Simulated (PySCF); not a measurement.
Choosing a molecule for a target property.

Each SMILES stands for a single optimised conformer of the isolated species, non-relativistic unless stated; the electronic structure was computed with PySCF and density fitting.

The conformers computed, where there is a choice (atom-mapped SMILES and torsion angles):
- `[CH2:1]=[CH:2][CH2:3][C:4]#[C:5][CH3:6]`: C1–C2–C3–C4 -119°
- `[CH3:1][O:2][c:3]1[cH:4][n:5][c:6]([CH:7]=[O:8])[nH:9]1`: C1–O2–C3–C4 0°, N5–C6–C7–O8 180°
- `[F:1][SiH2:2][SiH2:3][CH:4]1[CH2:5][CH2:6]1`: F1–Si2–Si3–C4 -74°, Si2–Si3–C4–C5 34°

The conformers of `F[Si@H]1CCC[SiH2]1` aren't listed.

Question: Wanted: lowest triplet excitation (Tamm–Dancoff) between 4 eV and 4.4 eV (TDA PBE0/def2-SVPD) and electronic spatial extent ⟨r²⟩ about the centre of nuclear charge below 800 bohr² (PBE0/def2-SVPD), at GFN2-xTB geometries. Which candidate meets both?
A. `COc1cnc(C=O)[nH]1`
B. `F[SiH2][SiH2]C1CC1`
C. `CC1=C[C@@H](C)C1`
D. `C(CC#CC)=C`

Answer: C. Computed values:
| species | lowest triplet excitation (Tamm–Dancoff) | electronic spatial extent ⟨r²⟩ about the centre of nuclear charge |
| --- | --- | --- |
| COc1cnc(C=O)[nH]1 | 3.01 eV | 1348 bohr² |
| CC1=C[C@@H](C)C1 | 4.33 eV | 661 bohr² |
| C(CC#CC)=C | 4.48 eV | 895 bohr² |
| F[SiH2][SiH2]C1CC1 | 5.58 eV | 1060 bohr² |

Question: Wanted: HOMO energy below -7.4 eV (PBE0/def2-SVPD) and lowest singlet excitation above 6 eV (TDDFT PBE0/def2-SVPD), at GFN2-xTB geometries. Which candidate meets both?
A. `F[Si@H]1CCC[SiH2]1`
B. `F[SiH2][SiH2]C1CC1`
C. `C=CCC#CC`
D. `CC1=C[C@@H](C)C1`

Answer: B. Computed values:
```
           species  HOMO energy  lowest singlet excitation
F[SiH2][SiH2]C1CC1     -8.39 eV                    6.39 eV
F[Si@H]1CCC[SiH2]1     -7.68 eV                    5.63 eV
          C=CCC#CC     -7.19 eV                    6.21 eV
  CC1=C[C@@H](C)C1     -6.81 eV                    6.52 eV
```
